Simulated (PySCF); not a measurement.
1,3-disilacyclobutane, SMILES C1[SiH2]C[SiH2]1 (C2H8Si2), B3LYP/def2-SVP optimised geometry. Atoms within 1.6 Å of the plane z = 0.0 Å (x, y, z in Å): C3 (-0.77, 0.90, 0.00), Si4 (0.01, -0.85, 0.00), H9 (-0.05, 1.73, 0.01), H10 (-1.50, 1.08, 0.80), H11 (1.50, -0.85, 0.00), H12 (-0.47, -1.73, 1.11).

Computed with PySCF with B3LYP/def2-TZVP. Cells within 0.4 Å of a nucleus heavier than hydrogen are left out (blank, or x).

Map of the electrostatic potential (hartree/e), clipped to [-0.08, 0.12] on the plane z = 0.0 Å:

```
|0000000000000000000000000000000|
|0000000000000000000000000000000|
|0000000000000000000000000000000|
|0000000000000011111100000000000|
|0000000000000112211110000000000|
|0000000000001234432110000000000|
|0000000000002489953211000000000|
|0000000000125999994211000000000|
|0000000012599999995211000000000|
|0000001126999999995210000000000|
|0000011259999999983110000000000|
|00000113799xxx99942110000000000|
|00001123799xxx99942110000000000|
|000011247999x999974310000000000|
|0001123469999999999521000000000|
|0001123458999999999953210000000|
|0001123457999999999999731000000|
|000112345899999x999999972000000|
|00011223589999xxx99999993000000|
|00011123479999xxx99999992000000|
|0001112235999999999999941000000|
|0001111224799999999985310000000|
|0000111122479999999742100000000|
|0000011111235999998421000000000|
|0000000111112456664210000000000|
|0000000000001123332110000000000|
|0000000000000111111100000000000|
|0000000000000000111000000000000|
|0000000000000000000000000000000|
|0000000000000000000000000000000|
|0000000000000000000000000000000|
```
Scale: ten equal steps from -0.005 (start of '0') to 0.120 (end of '9'), in the order '0123456789'; x runs from -4.00 to 4.00, y from -4.00 (bottom) to 4.00 (top).
